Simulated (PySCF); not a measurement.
From computed data to an observable: oscillator strength and radiative lifetime

CH₇FO₂Si₂, SMILES CO[Si@H](F)O[SiH3].

Coordinates come from a r2SCAN-D4/def2-SVP optimisation. The structure was generated by enumeration; whether it is a known compound was not checked. The values are those of a single conformer.

TDDFT-M06-2X/def2-SVPD (PySCF 2.14.0) puts the first singlet state with f over 0.02 at 8.79 eV (vertical), with the transition dipole (-0.387, 0.018, 0.572) in atomic units.

Problem. Find the oscillator strength, the wavelength and the radiative lifetime that this transition would have in vacuum if emission retraced absorption.

Solution. 
|μ|² = 0.4773 au, so |μ| = 1.76 D. ΔE = 8.79/27.211 = 0.3230 hartree. f = (2/3) ΔE |μ|² = 0.103 (the program prints 0.103).
λ = 1239.84/8.79 = 141 nm; ν = 70896 cm⁻¹.
Einstein's coefficient A = 0.6670 ν² f s⁻¹ (ν in cm⁻¹) = 3.4e8 s⁻¹, so τ = 1/A = 2.9 ns. This state is S4; the lower singlets have f = 0.001, 0.003, 0.002. The figure is the radiative limit of this one transition; relaxation, internal conversion, crossing to triplets and a medium change what is measured.
